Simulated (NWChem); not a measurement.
Species: C$_{2}$H$_{4}$NO, doublet; SMILES C[N]C=O

All runs: NWChem. Spin-unrestricted. No stability test was run on the SCF state. Level PBE/def2-SVP: optimisations from one semi-empirical or force-field start; each run changes one setting, and all end within 0.3 mHa of each other. One conformer.

```csv
setting,optimisation steps
"redundant internal coordinates, default thresholds",12
loose thresholds,11
Cartesian coordinates,28
no line search,15
```
